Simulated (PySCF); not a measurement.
C₃H₈FSi (charge +1).
Atom-mapped SMILES: `[CH3:1][Si+:2]([CH3:3])[CH2:4][F:5]` (hydrogens: H6, H7, H8 on C1; H9, H10, H11 on C3; H12, H13 on C4)

Structure used (PBE0-D3(BJ)/def2-SVP), in Å, numbered top down from 1:
```
atom  x, y, z in Å
C1    -0.8662   -1.6590   -0.0735
Si2   -0.0404   -0.0312   -0.0122
C3    -0.9272    1.5398   -0.2661
C4     1.7968    0.0653    0.3297
F5     2.2173    1.3552    0.2738
H6    -1.8048   -1.6379    0.5070
H7    -1.1592   -1.8540   -1.1235
H8    -0.2305   -2.4862    0.2729
H9    -1.8154    1.4332   -0.9069
H10   -1.2722    1.8923    0.7268
H11   -0.2431    2.3096   -0.6567
H12    2.3399   -0.5642   -0.4051
H13    2.0106   -0.3799    1.3233
```

All values: B3LYP/def2-SVPD (PySCF, non-relativistic), on one gas-phase PBE0-D3(BJ)/def2-SVP geometry that isn't relaxed in the solvent. The solvent is an IEF-PCM continuum (van der Waals radii × 1.2), and excitations are vertical TDDFT with non-equilibrium linear response and a frozen core. Only the electrostatic response of the medium enters.

Gas-phase singlets (H = HOMO, L = LUMO):

| state | E (eV) | λ (nm) | f | leading configurations |
| --- | --- | --- | --- | --- |
| S1 | 4.638 | 267 | 0.000 | H→L 100% |
| S2 | 5.581 | 222 | 0.000 | H-2→L 99% |
| S3 | 5.833 | 213 | 0.035 | H-1→L 99% |
| S4 | 7.237 | 171 | 0.003 | H-3→L 69%, H-4→L 30% |
| S5 | 7.514 | 165 | 0.023 | H-5→L 66%, H-4→L 19%, H-3→L 13% |

Task: How does the list change in acetone (ε = 20.49)?

Result: 
| state | E (eV) | λ (nm) | f | leading configurations | change by rank (eV) |
| --- | --- | --- | --- | --- | --- |
| S1 | 4.957 | 250 | 0.000 | H→L 100% | +0.319 |
| S2 | 5.703 | 217 | 0.000 | H-1→L 100% | +0.122 |
| S3 | 6.281 | 197 | 0.050 | H-2→L 99% | +0.448 |
| S4 | 7.447 | 166 | 0.003 | H-4→L 91%, H-3→L 8% | +0.210 |
| S5 | 7.583 | 164 | 0.087 | H-3→L 81%, H-5→L 8% | +0.069 |

Task: Give the list for methanol (ε = 32.61), n² = 1.77.

Result: 
| state | E (eV) | λ (nm) | f | leading configurations | change by rank (eV) |
| --- | --- | --- | --- | --- | --- |
| S1 | 4.966 | 250 | 0.000 | H→L 100% | +0.328 |
| S2 | 5.709 | 217 | 0.000 | H-1→L 100% | +0.128 |
| S3 | 6.295 | 197 | 0.050 | H-2→L 99% | +0.462 |
| S4 | 7.454 | 166 | 0.002 | H-4→L 92% | +0.217 |
| S5 | 7.588 | 163 | 0.085 | H-3→L 82%, H-5→L 8% | +0.074 |

Task: The ground-state energy changes by -2.533 eV from gas to methanol. By how much does the total energy of gas-phase S1 change?

Result: E(S1) = E(S0) + excitation energy, so it changes by -2.533 + 0.328 = -2.205 eV: it is lowered less than the ground state, which is what a blue shift means. This is the vertical state, with the slow part of the continuum still set for S0.

Task: How do the frontier levels move from gas to methanol?

Result: 
| orbital | gas (eV) | solvent (eV) | change (eV) | Löwdin shares, gas | Löwdin shares, solvent |
| --- | --- | --- | --- | --- | --- |
| LUMO+2 | -4.35 | -0.03 | +4.32 | Si2 20 %, C4 18 %, F5 13 %, C1 12 % | Si2 18 %, F5 17 %, C4 16 %, C1 14 % |
| LUMO+1 | -5.22 | -0.70 | +4.52 | Si2 45 %, C3 12 %, C4 12 %, C1 11 % | Si2 41 %, C4 14 %, C3 13 %, C1 9 % |
| LUMO | -8.01 | -3.32 | +4.69 | Si2 50 %, C3 12 %, C4 12 %, C1 12 % | Si2 51 %, C3 12 %, C4 12 %, C1 12 % |
| HOMO | -13.84 | -9.51 | +4.33 | F5 34 %, C4 25 %, Si2 16 %, C1 6 % | F5 28 %, C4 27 %, Si2 17 %, C1 7 % |
| HOMO-1 | -14.73 | -10.36 | +4.37 | F5 55 %, C4 22 %, H12 10 %, H13 10 % | C3 28 %, C1 27 %, Si2 22 %, H11 6 % |
| HOMO-2 | -14.92 | -10.52 | +4.40 | C3 29 %, C1 26 %, Si2 22 %, H11 6 % | F5 49 %, C4 25 %, H13 11 %, H12 11 % |
| HOMO-3 | -16.34 | -11.80 | +4.54 | C3 39 %, H11 14 %, F5 12 %, H10 11 % | C3 29 %, C1 22 %, H10 14 %, H7 10 % |

The HOMO–LUMO gap goes from 5.84 to 6.19 eV. Rows go by rank; for HOMO-3, HOMO-2 and HOMO-1 the atom shares or the degeneracy differ between the runs, so the row needn't follow one orbital.

The run took 19 s wall on one thread, Intel Xeon Platinum 8488C (x86_64) (shared host), and the process peaked at 0.84 GiB of memory. This is the whole response run at B3LYP/def2-SVPD in methanol, SCF included.
